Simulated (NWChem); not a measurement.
Molecule: CH₇BOSi; SMILES CBO[SiH3]

```xyz
11

B     -0.3546     1.0930    -0.0001
H     -1.5670     0.9447    -0.0090
C      0.2804     2.5229     0.0010
H     -0.0999     3.1032     0.8593
H     -0.0535     3.0766    -0.8939
H      1.3794     2.5178     0.0282
O      0.4287    -0.0146     0.0057
Si     0.0800    -1.6564     0.0004
H     -1.3971    -1.8746    -0.0087
H      0.6817    -2.2616     1.2210
H      0.6958    -2.2567    -1.2157
```
Atoms are numbered in this order, from 1.

Computed with NWChem. Pople sets run with spherical d functions. Coordinates come from a PBE0/def2-SVP optimisation. GIAO values for the isolated, static molecule; σ is the absolute isotropic shielding, δ = σ(reference) − σ with the isolated reference molecule computed at the same levels (11B: boron trifluoride, 13C: tetramethylsilane, 1H: tetramethylsilane, 17O: water, 29Si: tetramethylsilane).

### Question
What does the run give for B3LYP/6-311G**? Quantities: δ B1 (ppm); δ H2 (ppm); δ C3 (ppm); δ H4 (rotor mean) (ppm); δ O7 (ppm); δ Si8 (ppm); δ H9 (rotor mean) (ppm).

### Answer
* **δ B1 (ppm)**: 42.4
* **δ H2 (ppm)**: 5.67
* **δ C3 (ppm)**: 10.0
* **δ H4 (rotor mean) (ppm)**: 0.53
* **δ O7 (ppm)**: 193.2
* **δ Si8 (ppm)**: -29.0
* **δ H9 (rotor mean) (ppm)**: 5.26
